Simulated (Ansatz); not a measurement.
Consider the ligand exchange at the Si–I bond: `F[SiH2]I` + `CN[SiH2]Cl` → `CN([SiH2]F)[SiH2]Cl` + HI.

Program: Ansatz. Geometries: PBE0-D4/def2-TZVP. ΔE: electronic, gas phase. CBS: MP2 limit from def2 TZ/QZ plus the TZ coupled-cluster correction, frozen cores. DFT in def2-TZVPP. B3LYP here is the variant with VWN-RPA as its local correlation; programs differ in this. Elements past krypton have def2 core potentials. For I outer-core shells are correlated without core-valence functions, which leaves a few kJ/mol of doubt a bond. One conformer a species, not always the lowest.

```csv
level,ΔE (kcal/mol),difference from CCSD(T)/CBS
PBE-D4,4.8,1.8
r2SCAN-D4,4.0,1.0
PBE0-D4,4.5,1.5
B3LYP-D4,2.6,-0.4
ωB97X-V,2.9,-0.1
PBE,6.2,3.2
PBE0,5.8,2.8
B3LYP,4.8,1.8
MP2/def2-TZVPP,2.3,-0.7
SCS-MP2/def2-TZVPP,1.9,-1.1
CCSD/def2-TZVPP,1.3,-1.7
CCSD(T)/def2-TZVPP,1.0,-2.0
HF/def2-QZVPP,4.4,1.4
MP2/def2-QZVPP,3.4,0.4
SCS-MP2/def2-QZVPP,3.0,0.0
CCSD/CBS(def2),3.3,0.3
CCSD(T)/CBS,3.0,0
```

Largest T1 diagnostic among the species: 0.011.

The D4 term adds −2.2 kcal/mol with B3LYP and −1.3 kcal/mol with PBE0; it sums over pairs of atoms, weighted by their polarisabilities, and B3LYP, whose exchange is more repulsive, gets the larger term. In def2-TZVPP, CCSD(T) changes the Hartree–Fock value by −3.5 kcal/mol (the triples alone add −0.3 kcal/mol) and MP2 by −2.2 kcal/mol.
